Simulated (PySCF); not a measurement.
GaH₃ (singlet). Computed with BP86/[Ga def2-TZVP, H def2-TZVP], no relativity, density fitting, PySCF.

Harmonic bands of its minimum:

| ω (cm⁻¹) | IR (km/mol, summed over degenerate members) | degeneracy |
| --- | --- | --- |
| 705 | 147 | 1 |
| 738 | 268 | 2 |
| 1910 | 0.0 | 1 |
| 1924 | 490 | 2 |

Problem. The central atom is Ga. Infer the point group and assign the bands.

Solution. D3h. The modes span a2'' + 2e' + a1': 705 a2'', 738 e', 1910 a1', 1924 e'. The computed geometry has Ga–H 1.575 Å (×3); H–Ga–H 120.0° (×3).
